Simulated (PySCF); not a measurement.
NMR data simulated for an unnamed compound:

¹H NMR (500 MHz, computed): δ 8.14 (m, 1H), 5.20 (m, 1H), 5.13 (m, 1H), 2.37 (s, 1H).

¹³C{¹H} NMR (computed): δ 191.2 (CH), 150.2 (C), 121.0 (C), 107.5 (CH), 85.7 (C).

In vacuum, a single conformation, no relativistic terms. GFN2-xTB structure; σ from GIAO-PBE0/pcSseg-1; PySCF 2.14.0 with density-fitted response routines.

Referencing at the same level of theory: TMS for ¹H (31.72 ppm), ¹³C (186.93 ppm).

Which of these does the molecule contain: a CH3CH2 unit, a ketone, an S-methyl group, a C≡C triple bond, a non-aromatic C=C double bond, a nitrile?

## Answers


- A CH3CH2 unit: no.
- A ketone: no.
- An S-methyl group: no.
- A C≡C triple bond: yes (δC 107.5, 85.7; δH 2.37 (s)).
- A non-aromatic C=C double bond: yes.
- A nitrile: yes (δC 121.0).

The data belong to `InChI=1S/C5H4FNSi2/c1-2-9(6)4-5(3-7)8-9/h1,4H,8H2/t9-/m1/s1`; they needn't prove each group on their own.

Carbon signals by region: 1 in the far downfield region (above 160 ppm), 3 in the sp2 and nitrile region (100–160 ppm), 1 at 50–100 ppm. Above 160 ppm: 191.2, alkene CH.

Splittings by ¹⁹F in the carbon and heteronuclear signals aren't shown, as no couplings were computed. Shifts are as computed. Against solution values, carbons near 30 ppm lie about +3 ppm off and those near 130 ppm about +5 ppm. Of 1309 compounds with measured shifts, 239 miss one by over three times the rms of a fit or turn the order of signals round; such compounds aren't used in these exercises. Multiplicities follow the n + 1 count of equivalent neighbours, as no J values were calculated; m marks all less simple cases, F and P coupling included.
